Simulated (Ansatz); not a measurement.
Consider the ligand exchange at a B–N bond: `B[NH][AlH][O]C` + `N=C=O` → `BN=C=O` + `C[O][AlH][NH2]`.

Computed with Ansatz on PBE0-D4/def2-TZVP structures; ΔE is electronic, products minus reactants. CBS: MP2 limit from def2 TZ/QZ plus the TZ coupled-cluster correction, frozen cores. This one scheme is used for every species. DFT in def2-TZVPP. B3LYP here is the variant with VWN-RPA as its local correlation; programs differ in this. One conformer a species, not always the lowest.

`B[NH][AlH][O]C`:

```xyz
12

B     1.706   -0.061    1.048
N     0.562    0.588    1.456
Al   -0.541   -0.716    0.835
O    -1.263   -0.553   -0.681
C    -1.106    0.327   -1.751
H     1.465   -1.170    0.538
H     2.848    0.281    1.110
H     0.562    1.496    1.885
H    -1.026   -1.903    1.737
H    -0.418    1.153   -1.523
H    -2.073    0.762   -2.027
H    -0.716   -0.203   -2.627
```

`N=C=O`:

```xyz
4

N     0.669    0.358    0.104
C    -0.233   -0.428   -0.069
O    -0.999   -1.283   -0.236
H     0.563    1.352    0.201
```

`BN=C=O`:

Cartesian coordinates in Å:
```
B -0.180 -0.893 0.592
N 0.058 0.104 -0.368
C 0.245 1.189 -0.837
O 0.431 2.210 -1.358
H -0.284 -0.583 1.741
H -0.271 -2.027 0.230
```

`C[O][AlH][NH2]`:

Z-matrix (Å, degrees):
```
C
O 1 1.395
H 1 1.096 2 110.3
H 1 1.098 2 112.7 3 120.6
H 1 1.096 2 110.3 3 -118.9
Al 2 1.687 1 134.7 3 -120.0
N 6 1.761 2 117.3 1 179.8
H 6 1.579 2 121.5 1 -0.3
H 7 1.007 6 125.2 2 -0.0
H 7 1.006 6 124.2 2 179.9
```

```tsv
level	ΔE (kcal/mol)	difference from CCSD(T)/CBS
PBE-D4	4.5	1.0
B3LYP-D4	1.3	-2.2
ωB97M-V	3.7	0.2
B2PLYP	1.3	-2.2
PBE	3.7	0.2
B3LYP	0.1	-3.4
HF/def2-TZVPP	-3.7	-7.2
MP2/def2-TZVPP	3.0	-0.5
SCS-MP2/def2-TZVPP	2.1	-1.4
CCSD/def2-TZVPP	2.6	-0.9
CCSD(T)/def2-TZVPP	3.8	0.3
HF/def2-QZVPP	-3.8	-7.3
MP2/def2-QZVPP	2.9	-0.6
SCS-MP2/def2-QZVPP	1.9	-1.6
HF/CBS(def2)	-3.8	-7.3
CCSD/CBS(def2)	2.4	-1.1
CCSD(T)/CBS	3.5	0
```

Largest T1 diagnostic among the species: 0.018.

In def2-TZVPP, CCSD(T) changes the Hartree–Fock value by +7.5 kcal/mol (the triples alone add +1.1 kcal/mol) and MP2 by +6.8 kcal/mol. The D4 term adds +1.2 kcal/mol with B3LYP and +0.7 kcal/mol with PBE0; it sums over pairs of atoms, weighted by their polarisabilities, and B3LYP, whose exchange is more repulsive, gets the larger term.
